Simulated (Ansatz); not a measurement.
Molecule: C6H11, charge 0, multiplicity 2. It need not be the lowest isomer of its formula. 
Structure (B3LYP-D3(BJ)/def2-TZVP (Ansatz, an electronic-structure program) minimum search):
SMILES: [CH](C)CC(=C)C
```xyz
17

C      2.2594    -0.3517    -1.0017
C      1.4301     0.4297    -0.0503
C      0.4100    -0.2041     0.8386
C     -1.0142     0.0622     0.3877
C     -1.8516     0.7913     1.1202
C     -1.4083    -0.5291    -0.9349
H      3.1172     0.2202    -1.3595
H      1.6906    -0.6617    -1.8927
H      2.6295    -1.2754    -0.5445
H      1.4329     1.5118    -0.1116
H      0.5770    -1.2870     0.8685
H      0.5193     0.1656     1.8638
H     -2.8649     0.9909     0.7934
H     -1.5513     1.2121     2.0721
H     -2.4496    -0.3164    -1.1748
H     -1.2691    -1.6145    -0.9314
H     -0.7837    -0.1349    -1.7409
```
Charge 0, spin multiplicity 2.

Dipole moments at this geometry, in debye (magnitudes).

```
level                program  dipole (D)
-------------------  -------  ----------
SVWN5/def2-TZVPD      Ansatz        0.79
PBE/def2-TZVPD        Ansatz        0.71
r2SCAN/def2-TZVPD     Ansatz        0.72
B97M-V/def2-TZVPD     Ansatz        0.69
PBE0/def2-TZVPD       Ansatz        0.67
r2SCAN0/def2-TZVPD    Ansatz        0.69
HSE06/def2-TZVPD      Ansatz        0.68
wB97M-V/def2-TZVPD    Ansatz        0.66
wB97X-V/def2-TZVPD    Ansatz        0.66
CCSD(T)/aug-cc-pVDZ   Ansatz        0.56
```
